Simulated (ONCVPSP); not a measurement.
An all-electron radial function and its pseudo partner (Al)

Columns: radius, all-electron u(r) and pseudo u(r) of the 2s shell (level -142.25 eV) of aluminium in the configuration [He] 2s2 2p6; PW91, non-relativistic, ONCV scheme, ONCVPSP 4.0.1.

```json
{"r (bohr)": "0.053", "all-electron": "-0.5901", "pseudo": "0.1352"}
{"r (bohr)": "0.105", "all-electron": "-0.4487", "pseudo": "0.2805"}
{"r (bohr)": "0.158", "all-electron": "-0.0587", "pseudo": "0.4434"}
{"r (bohr)": "0.210", "all-electron": "0.3516", "pseudo": "0.6184"}
{"r (bohr)": "0.262", "all-electron": "0.7036", "pseudo": "0.8023"}
{"r (bohr)": "0.315", "all-electron": "0.9746", "pseudo": "0.9784"}
{"r (bohr)": "0.368", "all-electron": "1.1571", "pseudo": "1.1280"}
{"r (bohr)": "0.420", "all-electron": "1.2620", "pseudo": "1.2408"}
{"r (bohr)": "0.473", "all-electron": "1.3075", "pseudo": "1.3027"}
{"r (bohr)": "0.525", "all-electron": "1.3066", "pseudo": "1.3065"}
{"r (bohr)": "0.578", "all-electron": "1.2725", "pseudo": "1.2725"}
{"r (bohr)": "0.630", "all-electron": "1.2162", "pseudo": "1.2162"}
{"r (bohr)": "0.683", "all-electron": "1.1440", "pseudo": "1.1440"}
{"r (bohr)": "0.735", "all-electron": "1.0648", "pseudo": "1.0648"}
{"r (bohr)": "0.788", "all-electron": "0.9803", "pseudo": "0.9803"}
{"r (bohr)": "0.840", "all-electron": "0.8967", "pseudo": "0.8967"}
{"r (bohr)": "0.893", "all-electron": "0.8135", "pseudo": "0.8135"}
{"r (bohr)": "0.945", "all-electron": "0.7352", "pseudo": "0.7352"}
{"r (bohr)": "0.998", "all-electron": "0.6599", "pseudo": "0.6599"}
{"r (bohr)": "1.050", "all-electron": "0.5911", "pseudo": "0.5911"}
{"r (bohr)": "1.102", "all-electron": "0.5276", "pseudo": "0.5276"}
{"r (bohr)": "1.155", "all-electron": "0.4683", "pseudo": "0.4683"}
{"r (bohr)": "1.208", "all-electron": "0.4145", "pseudo": "0.4145"}
{"r (bohr)": "1.260", "all-electron": "0.3669", "pseudo": "0.3669"}
{"r (bohr)": "1.313", "all-electron": "0.3232", "pseudo": "0.3232"}
{"r (bohr)": "1.365", "all-electron": "0.2850", "pseudo": "0.2850"}
```

How many radial nodes do the two functions have?

The all-electron 2s function has n − l − 1 = 1; the pseudo-wave has 0, since the states of the same l below it are removed with the core.

At about which radius was the pseudo-wave matched?

0.55 bohr, where the columns begin to agree (steps of 0.05 bohr).

Is the pseudo-wave norm-conserving?

Yes: the ONCV scheme keeps the norm inside the radius equal to the all-electron one, which fixes the energy derivative of the logarithmic derivative at the level.
